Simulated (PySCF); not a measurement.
```xyz
3
charge -1 multiplicity 1, angstrom
In    0.0000    0.0000    0.0000
Se    2.3651    0.0000    0.0000
Se   -2.3651    0.0000    0.0000
```

Method: PBE0/[In def2-TZVPD with ECP28, Se def2-TZVPD], scalar-relativistic core potentials, density fitting, no spin–orbit coupling, PySCF.

This geometry of [InSe2]- is a stationary point at this level.

(1) What is the point group?

(2) Is it a minimum?

(3) Which band is strongest in the infrared?

(4) Give the atomic charges and bond orders.

Answers

(1) D∞h.

(2) Yes: all harmonic wavenumbers are real.

(3) 350 cm⁻¹ (σu+), 72 km/mol.

(4) 
```
 atom  Mulliken  Löwdin  polar tensor  Mayer order to In1
  In1      0.68   -0.34          0.72                   –
Se2,3     -0.84   -0.33         -0.86                1.51
```

This need not be the most stable arrangement of these atoms. The lowest empty level of this anion is unbound, so it and the gap depend on the basis.
